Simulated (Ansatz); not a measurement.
`[F][Zr]([F])([F])[SH]` + `N=C=O` → `O=C=[N][Zr]([F])([F])[F]` + H₂S at 298.15 K and 1 bar (ligand exchange at a Zr–S bond).

Calculated with Ansatz (gas phase, PBE0-D4/def2-TZVP geometries, no zero-point term in ΔE). CBS: MP2 limit from def2 TZ/QZ plus the TZ coupled-cluster correction, frozen cores. This one scheme is used for every species. def2 core potentials past Kr. For Zr outer-core shells are correlated without core-valence functions, which leaves a few kJ/mol of doubt a bond. Each species was taken in one conformer, which may not be the lowest.

| species | CCSD(T)/CBS energy (Eh) | H − E (kJ/mol) | S (J/(mol·K)) |
| --- | --- | --- | --- |
| `[F][Zr]([F])([F])[SH]` | -745.03533 | 61.4 | 379.3 |
| `N=C=O` | -168.51995 | 67.5 | 238.3 |
| `O=C=[N][Zr]([F])([F])[F]` | -514.59914 | 76.0 | 390.1 |
| H₂S | -398.97279 | 49.9 | 205.7 |

H − E and S are ideal-gas, rigid-rotor, harmonic terms from PBE0-D4/def2-TZVP, for one conformer and one mirror image of each species. 1 Eh = 2625.50 kJ/mol, R = 8.31446 J/(mol·K).

Question: By hand: ΔE, ΔH, ΔS and ΔG.

Answer: ΔE = (-514.59914) + (-398.97279) − (-745.03533) − (-168.51995) = -0.01665 Eh = -43.7 kJ/mol. Δ(H − E) = 76.0 + 49.9 − 61.4 − 67.5 = -3.0, so ΔH = -46.7 kJ/mol. ΔS = 390.1 + 205.7 − 379.3 − 238.3 = -21.8 J/(mol·K). ΔG = -46.7 − 298.15 × (-21.8)/1000 = -40.2 kJ/mol.

Question: By hand: the equilibrium constant, and the temperature at which ΔG would vanish if ΔH and ΔS stayed fixed.

Answer: log₁₀ K = −ΔG/(RT ln 10) = 7.0. ΔG = 0 at ΔH/ΔS = 2142 K.

ΔH outweighs TΔS. A doubt of 5 kJ/mol in ΔE shifts log₁₀ K by 0.9 here. Other conformers and mirror images would add mixing entropy, several J/(mol·K) or more a flexible species. Modes under 60 cm⁻¹, often nearly free rotors, make the harmonic entropy too high. These are equilibria of isolated gas molecules and say nothing of rates. Largest T1 diagnostic: 0.018 (customary marks: 0.02 for closed shells, 0.045 for open ones).
